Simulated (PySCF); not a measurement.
C4H7O2, SMILES C[CH]OC(C)=O, multiplicity 2.

Geometry: r2SCAN-D4/def2-SVP. The isomer is the one that the SMILES or the coordinates give; other isomers of the formula were not compared. Other conformers were not sampled.

Computed with TDA-CAM-B3LYP/def2-SVPD run with PySCF.

Vertical excitations. Gas-phase values at a fixed geometry.

Computed UV-visible absorptions:
| state | energy (eV) | λ (nm) | f | main pairs |
|---|---|---|---|---|
| root 1 | 4.57 | 271 | 0.073 | α HOMO→LUMO 93 % |
| root 2 | 5.02 | 247 | 0.000 | α HOMO−1→LUMO 9 %, β HOMO→LUMO 65 %, β HOMO→LUMO+2 16 % |
| root 3 | 5.09 | 244 | 0.002 | α HOMO→LUMO+1 75 %, α HOMO→LUMO+2 17 % |
| root 4 | 5.81 | 214 | 0.001 | α HOMO−1→LUMO 84 %, β HOMO→LUMO 11 % |
| root 5 | 5.92 | 209 | 0.002 | α HOMO→LUMO+2 67 %, α HOMO→LUMO+1 14 % |
| root 6 | 6.09 | 204 | 0.013 | α HOMO→LUMO+3 68 %, α HOMO→LUMO+4 12 % |
| root 7 | 6.34 | 196 | 0.043 | α HOMO−2→LUMO 23 %, β HOMO−1→LUMO 48 %, β HOMO−1→LUMO+2 10 % |
| root 8 | 6.62 | 187 | 0.018 | α HOMO→LUMO+5 53 %, α HOMO→LUMO+4 37 % |
| root 9 | 6.68 | 186 | 0.000 | β HOMO−2→LUMO 87 % |
| root 10 | 7.03 | 176 | 0.003 | α HOMO→LUMO+4 25 %, α HOMO→LUMO+3 19 %, α HOMO→LUMO+5 19 %, α HOMO→LUMO+8 14 % |
Unrestricted roots are not spin-pure.
